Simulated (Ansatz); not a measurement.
C3H8OSi can be A, `C1C[SiH2]CO1`, or B, `OC/C=C/[SiH3]`.

Program: Ansatz. Geometries: PBE0-D4/def2-TZVP. ΔE: electronic, gas phase. CCSD(T)/CBS is the MP2 limit (def2-TZVPP, def2-QZVPP) plus CCSD(T) − MP2 in def2-TZVPP, frozen cores. DFT in def2-TZVPP. B3LYP here is the variant with VWN-RPA as its local correlation; programs differ in this. One conformer a species, not always the lowest.

Task: Which is lower in electronic energy at CCSD(T)/CBS, and by how much? (An estimate is asked.)

Result: Ansatz gave: A, by 43.3 kJ/mol.

Task: Give E(B) − E(A) in kJ/mol with CCSD/def2-TZVPP, B2PLYP, LDA (SPW92), r2SCAN-D4, B3LYP-D4, PBE0-D4, B3LYP. (An estimate is asked.)

Result: The calculation gave: CCSD/def2-TZVPP 42.4, B2PLYP 38.6, LDA (SPW92) 76.8, r2SCAN-D4 53.4, B3LYP-D4 39.3, PBE0-D4 59.7, B3LYP 33.1. None reverses the order clearly.

Task: Does the order hold for the free energy at 298.15 K (harmonic terms from PBE0-D4)? (Estimate.)

Result: Computed: Yes: G(B) − G(A) = +26.1 kJ/mol, for one conformer each.

Largest T1 diagnostic: 0.012.

From r2SCAN to r2SCAN0 (25 % exact exchange), in def2-TZVPP and without D4, E(B) − E(A) moves by +4.0 kJ/mol. Leaving LDA and LC-ωPBE aside and taking each functional with its dispersion term where it has one, the values, not all of them listed here, spread over 27.0 kJ/mol, from BLYP-D4 to PBE-QIDH. LDA lies +26.4 kJ/mol from PBE without D4.
